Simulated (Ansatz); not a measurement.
Job for Ansatz (a program for electronic structure): R-PBE0/def2-TZVPPD on CH2OS (a complex), monomers drawn apart or pushed together. Files ending in .json are basis or fitting sets from the Basis Set Exchange.

Ansatz 0.2 input:
```yaml
crystal:
  periodic: [false, false, false]
  atoms:
    - {symbol: C, position_ang: [0.17069780, -0.63454394, 0.19886427]}
    - {symbol: O, position_ang: [-0.00319992, 0.27863882, -0.43451027]}
    - {symbol: S, position_ang: [-0.17997742, 0.12307327, 3.33387598]}
    - {symbol: H, position_ang: [0.96720406, -0.50295374, 3.02718599]}
    - {symbol: H, position_ang: [-0.92081818, -0.91811430, 2.92267162]}
basis:
  gaussian:
    orbitals: def2-TZVPPD.json
hamiltonian:
  xc: {name: PBE0}
scf: {lower_state_search: off}
```

It printed:

```
WARN ansatz: RAYON_NUM_THREADS=2 ignored (pool sized by the plan → 2); use --threads N
Functional definition: PBE0
these checks for a lower state are left out or cut short: stability, starts, cluster_reference, orbital_swaps, neighbouring_geometries, increment
integrals: 0.06 GiB planned
832 factors; their error is unknown
mean field: 0.58 GiB planned
mean field evaluation 1: about -13943.5525 eV, gradient 3.6e1 eV
mean field evaluation 2: about -13939.5022 eV, gradient 6.1e1 eV
mean field evaluation 4: about -13945.6379 eV, gradient 1.1e0 eV
mean field evaluation 8: about -13945.6779 eV, gradient 1.9e-2 eV
mean field -13945.67788241 eV, -512.4942094587 hartree, gradient 8.1e-6 eV, S^2 0.000000; 0 other end points of the search recorded, 0 dependent functions left out
reference -13945.67792603 eV, -512.4942110616 hartree; 16, 16 occupied and 146, 146 virtual orbitals, 832 factors
Total energy: -13945.67792603 eV, -512.4942110616 hartree
Checks for a lower state left out: stability, starts, cluster_reference, orbital_swaps, neighbouring_geometries, increment
```

The run converged.

Cost: very roughly 1.6 core-seconds.
